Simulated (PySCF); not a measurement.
# Polarisability and C₆ of Zr (zirconium, neutral)

[Kr] 4d2 5s2, high-spin 3F determinant. Calculation: PySCF 2.14, in def2-QZVPPD with the def2 core potential (28 electrons); a scalar-relativistic core potential. Coupled (time-dependent) response in atomic units; α is the mean over directions.

```
method  mean α (bohr³)  C₆ (like pair)  S(−4)
 B3LYP           115.7            1578   5830
```

S(−4) is the Cauchy moment in α(ω) = α(0) + S(−4) ω² + …

Reference α: 112 ± 13 bohr³ (recommended; Schwerdtfeger and Nagle, table of static dipole polarizabilities (2023 update)). Published C₆: 1360 (Gould and Bucko (2016)).

Spin-orbit coupling is absent.

α(iu) at B3LYP:

```csv
u (hartree),α(iu) (bohr³)
0,115.7
0.0500,103.0
0.100,78.68
0.200,43.50
0.300,27.17
0.500,14.27
0.750,8.422
1.00,5.741
1.50,3.253
2.00,2.103
3.00,1.076
5.00,0.4279
```

A single London oscillator, α(iu) = α/(1 + u²/ω²), gives C₆ = (3/4) ω α². Matching the computed C₆ needs ω = 4 × 1578 / (3 × 115.7²) = 0.157 hartree.

Energies and moments cover only the electrons outside the core potential.
